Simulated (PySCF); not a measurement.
**Correlation energy of Mn⁴⁺ (manganese, charge +4)**

Starting occupation: [Ar] 3d3, 3d3/2 with m_j = -1/2, +1/2, +3/2. Computed with PySCF 2.14 in x2c-SVPall-2c (5s5p3d1f, 42 functions), with X2C-1e with screened-nucleus spin-orbit coupling, Gaussian nucleus. Frozen: [Ne]; 11 electrons correlated; the 6 highest virtual spinors left out.

MP2 pair energies summed by pair of shells (mhartree):

```
 pair  energy  share (%)
3p-3p  -89.41       50.5
3d-3p  -61.79       34.9
3p-3s  -11.28        6.4
3d-3d   -6.96        3.9
3d-3s   -4.11        2.3
3s-3s   -3.36        1.9
```

Total MP2 correlation energy: -176.91 mhartree.

The GHF reference relaxed away from the jj start to a determinant that is no pure jj level (⟨S²⟩ = 3.75, ⟨J²⟩ = 6.64); the energies belong to that determinant.

This basis was not built for core-valence correlation, so the inner-shell part is incomplete.
